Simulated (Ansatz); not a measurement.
Stepwise reaction of `[SiH3][SiH]([SiH3])[SiH3]` with ammonia, as a gas-phase model of exchange steps in deposition or etching. ΔE in kJ/mol; ΔG adds harmonic PBE0-D4 terms to CCSD(T)/CBS, at 1 bar.

Calculated with Ansatz (gas phase, PBE0-D4/def2-TZVP geometries, no zero-point term in ΔE). CCSD(T)/CBS adds triple-zeta CCSD(T) − MP2 to the extrapolated MP2 energy (def2 sets, frozen cores). This one scheme is used for every species. Functionals use def2-TZVPP. B3LYP here is the variant with VWN-RPA as its local correlation; programs differ in this. Each species was taken in one conformer, which may not be the lowest.

| step | reaction | PBE-D4 | B3LYP-D4 | ωB97M-V | CCSD(T)/CBS | ΔG(500 K) |
| --- | --- | --- | --- | --- | --- | --- |
| 1 | `[SiH3][SiH]([SiH3])[SiH3]` + NH₃ → `N[SiH]([SiH3])[SiH3]` + SiH₄ | -1.7 | -20.0 | -23.1 | -16.4 | -21.1 |
| 3 | `N[SiH](N)[SiH3]` + NH₃ → `N[SiH](N)N` + SiH₄ | -58.5 | -76.7 | -84.4 | -79.0 | -72.8 |

Q: Give the row of step 2, `N[SiH]([SiH3])[SiH3]` + NH₃ → `N[SiH](N)[SiH3]` + SiH₄. (Estimate.)

A: Ansatz gave: 
```csv
step,reaction,PBE-D4,B3LYP-D4,ωB97M-V,CCSD(T)/CBS,ΔG(500 K)
2,`N[SiH]([SiH3])[SiH3]` + NH₃ → `N[SiH](N)[SiH3]` + SiH₄,-39.8,-56.9,-61.9,-56.9,-55.5
```

Q: By hand: ΔE of the 3 steps together at CCSD(T)/CBS.

A: (-16.4) + (-56.9) + (-79.0) = -152.3 kJ/mol, or -50.8 kJ/mol a step.

In ΔE each step is lower than the one before. All are downhill at CCSD(T)/CBS. ΔG lies between -72.8 and -21.1 kJ/mol a step. PBE-D4 differs from CCSD(T)/CBS by 14.7 to 20.5 kJ/mol a step. Only this route is followed, and other bonds may react first. Isolated molecules leave out the surface, adducts and barriers. Largest T1 diagnostic: 0.014.
